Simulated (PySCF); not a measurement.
Run record: geometry optimisation, [SbCl6]-, `[Cl][Sb-]([Cl])([Cl])([Cl])([Cl])[Cl]`.

Computed with PBE0-D3(BJ)/def2-SVP geometry optimisation, gas phase, def2 core potentials past Kr (PySCF 2.14.0). Start geometry: GFN2-xTB. The input is one job of a driver script: a line of settings, then coordinates in Å.

Input:
```
{"job": {"xc": "PBE0", "basis": "def2-SVP", "d3": "d3bj", "grid": 1, "maxiter": 30, "shake": 0.03, "kind": "geom"}, "charge": -1, "multiplicity": 1}
Sb     0.061970    -0.079820     0.013650
Cl    -0.038690    -0.022360     2.413860
Cl    -0.039280     0.006100    -2.444630
Cl     2.519120     0.016200     0.009980
Cl    -2.428030    -0.025100    -0.053430
Cl    -0.018630     2.430740     0.002480
Cl     0.035400    -2.427780    -0.010450
```

Output:
```
step   0  E = -2999.95729019  max force = 0.036610
step   1  E = -2999.96407643  max force = 0.007765
step   2  E = -2999.96426982  max force = 0.003013
step   3  E = -2999.96453930  max force = 0.003250
step   4  E = -2999.96479351  max force = 0.000353
step   5  E = -2999.96478670  max force = 0.000554
step   6  E = -2999.96480134  max force = 0.000255
optimisation converged
```

Energies in Eh; «max force» is the largest Cartesian gradient component in Eh/bohr.

Give the first gradient maximum in eV/Å.

With 1 Eh/bohr = 51.422 eV/Å, 1.883 eV/Å.

How much energy does the optimisation release, in kcal/mol?

E(step 0) − E(last step) = 0.007511 Eh, which is 4.7 kcal/mol.

Main results: final energy -2999.96480 Eh after 6 steps.

Give the final coordinates.

0.066 Å rms from the input after alignment:
```
atom  x, y, z in Å
Sb1    0.0131   -0.0150   -0.0100
Cl2   -0.0027   -0.0259    2.3897
Cl3    0.0241   -0.0016   -2.4098
Cl4    2.4124    0.0096    0.0071
Cl5   -2.3867   -0.0394   -0.0320
Cl6   -0.0096    2.3849    0.0049
Cl7    0.0413   -2.4146   -0.0183
```

Time: 71 s; peak memory 0.59 GiB. Hardware: one thread of an Arm Neoverse V2 (shared host).
Labels such as C1 count atoms from 1, the log's own numbers from 0.
